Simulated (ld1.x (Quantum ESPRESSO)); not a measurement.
Ranking TM potentials for Ta (Z = 73)

All share these settings but for the change named:

* Element: tantalum
* Generator: ld1.x (Quantum ESPRESSO) 7.5
* Type: norm-conserving Troullier–Martins (Kleinman–Bylander form)
* Functional: PBE
* Relativity: fully relativistic
* Frozen core: [Xe] 4f14
* Valence charge: 5
* Reference configuration: 5d3 6s1.5 6p0.5
* Partial waves: 6s (bound): rc 2.20 bohr; 6p (bound): rc 3.25 bohr; 5d (bound): rc 2.90 bohr
* Local potential: all-electron potential smoothed inside 2.85 bohr (lloc = -1)
* Core correction: none

Open shells are filled in proportion to 2j + 1 (rel_dist='average').

Test errors are all-electron minus pseudo excitation energies from the reference, over 5d3 6s2 6p0; 5d3 6s1 6p0; 5d3 6s0 6p0; 5d2 6s2 6p1; 5d4 6s1 6p0; 5d2 6s0 6p0; 5d3.5 6s1.5 6p0. None of these files shows a bound ghost.

The base gives 180.6 meV.

Of 8 variants that were run, those that failed, showed a ghost or another fault, or gave nearly equal values are left out.

A variant can come out equal or close to the base, since the largest error may sit in a test that the change hardly touches while other tests move.

Problem. Rank these variants by their largest absolute test error, smallest first.
A. all radii scaled by about 1.32 (s 2.90, p 4.30, d 3.84 bohr); local potential all-electron potential smoothed inside 3.76 bohr (lloc = -1)
B. all radii scaled by about 1.40 (s 3.08, p 4.56, d 4.06 bohr); local potential all-electron potential smoothed inside 4.00 bohr (lloc = -1)
C. all radii scaled by about 1.07 (s 2.36, p 3.48, d 3.10 bohr); local potential all-electron potential smoothed inside 3.06 bohr (lloc = -1)
D. all radii scaled by about 1.24 (s 2.72, p 4.02, d 3.58 bohr); local potential all-electron potential smoothed inside 3.52 bohr (lloc = -1)

Solution. B (124.9 meV), A (141.4 meV), D (160.8 meV), C (184.0 meV).
